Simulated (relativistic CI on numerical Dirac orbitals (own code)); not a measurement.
## d8 in a ligand field

Computed with a parametric ligand-field model of a d^n configuration (Racah B and C, spin-orbit zeta, crystal field), exact diagonalisation.

Field parameters in Wybourne normalisation: Oh B⁴₀ = 21Dq, B⁴₄ = √(5/14) B⁴₀. The field is a parameter set, without covalency.

Task: Lowest levels for B = 490, C = 2240, ζ = 880 cm⁻¹, Oh, 10Dq = 26100 cm⁻¹?

Result: T2 0 (S 1.00), E 8311 (S 0.01), A1 15667 (S 0.01), E 25842 (S 1.00), T1 25869 (S 1.00), T2 26343 (S 1.00), A2 26620 (S 1.00), T2 31540 (S 0.99), E 31690 (S 1.00) cm⁻¹, with S from ⟨S²⟩ = S(S + 1). The ground level has 2.00 electrons in the cubic e pair.

Task: Lowest levels for B = 360, C = 1820, ζ = 1150 cm⁻¹, Oh, 10Dq = 21150 cm⁻¹?

Result: T2 0 (S 1.00), E 6416 (S 0.03), A1 12128 (S 0.03), E 20761 (S 1.00), T1 20827 (S 0.99), T2 21463 (S 0.99), A2 21893 (S 1.00), T2 25188 (S 0.97), E 25494 (S 0.99) cm⁻¹, with S from ⟨S²⟩ = S(S + 1). The ground level has 2.01 electrons in the cubic e pair.

Task: Lowest levels for B = 410, C = 1610, ζ = 3850 cm⁻¹, Oh, 10Dq = 28400 cm⁻¹?

Result: T2 0 (S 0.99), E 6143 (S 0.11), A1 12104 (S 0.12), E 26596 (S 0.99), T1 26914 (S 0.95), T2 28675 (S 0.90), A2 31675 (S 1.00), T2 34022 (S 0.91), T1 35261 (S 0.96) cm⁻¹, with S from ⟨S²⟩ = S(S + 1). The ground level has 2.04 electrons in the cubic e pair.

Task: Lowest levels for B = 650, C = 3060, ζ = 3850 cm⁻¹, Oh, 10Dq = 38700 cm⁻¹?

Result: T2 0 (S 1.00), E 10907 (S 0.07), A1 20926 (S 0.09), E 37145 (S 0.99), T1 37464 (S 0.98), T2 39571 (S 0.96), A2 41628 (S 1.00), T2 46440 (S 0.93), T1 47696 (S 0.98) cm⁻¹, with S from ⟨S²⟩ = S(S + 1). The ground level has 2.02 electrons in the cubic e pair.

Task: Lowest levels for B = 650, C = 2500, ζ = 4050 cm⁻¹, Oh, 10Dq = 25000 cm⁻¹?

Result: T2 0 (S 0.99), E 9367 (S 0.17), A1 18006 (S 0.23), E 23590 (S 0.98), T1 23800 (S 0.97), T2 26232 (S 0.93), A2 28633 (S 1.00), T2 33276 (S 0.90), T1 34024 (S 0.97) cm⁻¹, with S from ⟨S²⟩ = S(S + 1). The ground level has 2.05 electrons in the cubic e pair.
